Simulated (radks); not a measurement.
Problem. These are the eigenvalues of the occupied orbitals of an atom or ion with whole-number occupations (Ry). All-electron calculation, non-relativistic Kohn-Sham, exchange-only LDA, spin-polarised, spherical densities, point nucleus. Program: a radial shooting solver on a logarithmic mesh with Libxc functionals.

1s: -2513.638
2s: -384.1673
2p: -362.1904
3s: -79.93115
3p: -70.55977
3d: -53.06180
4s: -15.15985
4p: -11.78746
4d: -5.94829
5s: -2.10302
5p: -1.28258

Which element is it, and in what charge state? The configuration may be excited. Open shells, if any, are filled with parallel spins first.

Solution. Z = 55, caesium, charge +1: Cs+ in [Xe]. The list shows which subshells hold electrons but not how many an open one holds; the 1s level, -1256.8 hartree, gives Z - s = 50.1 by -(Z - s)^2/2, which with screening narrows Z to a few neighbours, and the depths of the outer levels then fix element, charge and occupations together.
